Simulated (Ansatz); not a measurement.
```yaml
crystal:
  periodic: [false, false, false]
  atoms:
    - {symbol: B, position_ang: [0.399195, 0.962761, -0.555223]}
    - {symbol: C, position_ang: [1.178861, -0.222260, 0.084105]}
    - {symbol: O, position_ang: [0.242566, -1.146676, 0.628494]}
    - {symbol: Sn, position_ang: [-1.444144, -0.145076, 0.120147]}
    - {symbol: H, position_ang: [0.774453, 1.944059, -1.115625]}
    - {symbol: H, position_ang: [1.836018, -0.702490, -0.666082]}
    - {symbol: H, position_ang: [1.879935, 0.149441, 0.855998]}
    - {symbol: H, position_ang: [-2.425987, -1.117134, -0.890870]}
    - {symbol: H, position_ang: [-2.352295, 0.231077, 1.521856]}
basis:
  gaussian: {orbitals: def2-TZVP, fitting: {mean_field: def2-universal-jkfit}}
total_charge: -1
magnetization: {spin_polarized: true, initial_magnetization: 1}
hamiltonian: {xc: {name: HF}}
correlation: {active_space: {window: {electrons: 40, orbitals: 30}}}
output: {forces: true}
```

```sh
$ ansatz run in.yaml --threads 2 --pin off --events-out ev --progress --plain --max-ram 4352MiB
```

It prints (some lines left out):

```
Error: invalid value for `correlation.active_space`: it starts from restricted Hartree–Fock orbitals; set hamiltonian.xc: hf without magnetization.spin_polarized
```
